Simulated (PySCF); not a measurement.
C4H2BrCl, SMILES C#C/C=C(/Cl)Br.

Geometry optimised at B3LYP-D3(BJ)/def2-SVP. The structure was generated by enumeration; whether it is a known compound was not checked.

Level of theory: B3LYP-D3(BJ)/def2-SVP run with PySCF.

Frequencies are harmonic and unscaled.

| mode | ν (cm⁻¹) | IR (km/mol) | moving atoms (share of kinetic energy) |
|---|---|---|---|
| 1 | 109 | 0.2 | C 56 %, Br 27 %, H 11 % |
| 2 | 141 | 0.4 | C 70 %, H 15 %, Cl 14 % |
| 3 | 236 | 0.2 | Cl 52 %, Br 30 %, C 17 % |
| 4 | 299 | 3.2 | C 67 %, Cl 14 %, Br 11 %, H 9 % |
| 5 | 419 | 0.0 | C 92 % |
| 6 | 447 | 5.1 | C 49 %, Cl 42 % |
| 7 | 494 | 11.8 | C 72 %, H 27 % |
| 8 | 587 | 28.2 | C 83 %, Br 9 %, H 8 % |
| 9 | 671 | 36.6 | H 76 %, C 24 % |
| 10 | 708 | 34.8 | H 78 %, C 22 % |
| 11 | 840 | 12.5 | H 67 %, C 33 % |
| 12 | 899 | 130.3 | C 89 %, Cl 10 % |
| 13 | 1045 | 16.6 | C 79 %, H 20 % |
| 14 | 1263 | 16.4 | H 73 %, C 27 % |
| 15 | 1641 | 38.0 | C 96 % |
| 16 | 2213 | 0.8 | C 91 %, H 9 % |
| 17 | 3161 | 5.7 | H 92 %, C 8 % |
| 18 | 3470 | 91.9 | H 86 %, C 14 % |
